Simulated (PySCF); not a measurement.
# Polarisability and C₆ of Al²⁺ (aluminium, charge +2)

[Ne] 3s1, 2S determinant. All numbers are calculated (PySCF 2.14, no relativity, point nucleus, in aug-cc-pV(5+d)Z). Coupled (time-dependent) response in atomic units; α is the mean over directions.

| method | mean α (bohr³) | C₆ (like pair) | S(−4) |
| --- | --- | --- | --- |
| wB97M-V | 13.65 | 36.32 | 218.1 |

S(−4) is the Cauchy moment in α(ω) = α(0) + S(−4) ω² + …

α(iu) at wB97M-V:

| u (hartree) | α(iu) (bohr³) |
| --- | --- |
| 0 | 13.65 |
| 0.0500 | 13.13 |
| 0.100 | 11.78 |
| 0.200 | 8.386 |
| 0.300 | 5.726 |
| 0.500 | 2.952 |
| 0.750 | 1.627 |
| 1.00 | 1.072 |
| 1.50 | 0.6248 |
| 2.00 | 0.4445 |
| 3.00 | 0.2851 |
| 5.00 | 0.1596 |

For an ion, C₆ is the dispersion term alone; charge-induced terms of lower order in 1/R come first.
